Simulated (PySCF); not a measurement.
## Assignment exercise: C$_{7}$H$_{11}$PSi

Numbering as in the mapped SMILES `[CH3:1][CH2:2][c:3]1[cH:4][cH:5][c:6]([SiH3:7])[cH:8][p:9]1` (H(Xn): hydrogen on atom n).

- GFN2-xTB structure
- shielding tensors at PBE0/pcSseg-1 (GIAO)
- run in PySCF 2.14
- one computed conformer, equivalent nuclei averaged, non-relativistic Hamiltonian, no solvent model

Referencing at the same level of theory: ¹³C, ¹H vs TMS.

Problem. Assign these signals to the numbered atoms. ¹³C{¹H} NMR (computed): δ 190.8, 174.2, 141.3, 138.3, 136.9, 38.7, 25.8.

Solution. 
```tsv
δ (ppm)	atoms	environment	reason
190.8	C3	substituted aromatic carbon	–
174.2	C8	aromatic CH	–
141.3	C5	aromatic CH	–
138.3	C6	substituted aromatic carbon	–
136.9	C4	aromatic CH	the aromatic region
38.7	C2	sp3 CH2 on an aromatic ring	aliphatic region, no heteroatom directly attached
25.8	C1	methyl carbon	a saturated carbon with 1 carbon neighbour and no heteroatom attached
```

C6 and C4 lie closer than the usual error of such a calculation, so a measured spectrum could show them in the other order.

Problem. Assign these signals to the numbered atoms. ¹H NMR (400 MHz, computed): δ 9.42 (m, 1H), 7.98 (m, 1H), 7.97 (m, 1H), 4.62 (s, 3H), 3.05 (m, 2H), 1.32 (t, 3H).

Solution. 
| δ (ppm) | atoms | environment | reason |
| --- | --- | --- | --- |
| 9.42 | H(C8) | hydrogen on an aromatic CH | aromatic region |
| 7.98 | H(C5) | hydrogen on an aromatic CH | – |
| 7.97 | H(C4) | hydrogen on an aromatic CH | – |
| 4.62 | H(Si7) | hydrogen on a silicon bonded to C | – |
| 3.05 | H(C2) | hydrogen on an sp3 CH2 on an aromatic ring | benzylic-type position, deshielded by the ring |
| 1.32 | H(C1) | hydrogen on a methyl carbon | – |

H(C5) and H(C4) lie closer than the usual error of such a calculation, so a measured spectrum could show them in the other order.

Splittings by ³¹P in the carbon and heteronuclear signals aren't shown, as no couplings were computed. Shifts are as computed. Against solution values, carbons near 30 ppm lie about +3 ppm off and those near 130 ppm about +5 ppm. Of 1211 compounds with measured shifts, 218 miss one by over three times the rms of a fit or turn the order of signals round; such compounds aren't used in these exercises. Multiplicities follow the n + 1 count of equivalent neighbours, as no J values were calculated; m marks all less simple cases, F and P coupling included.
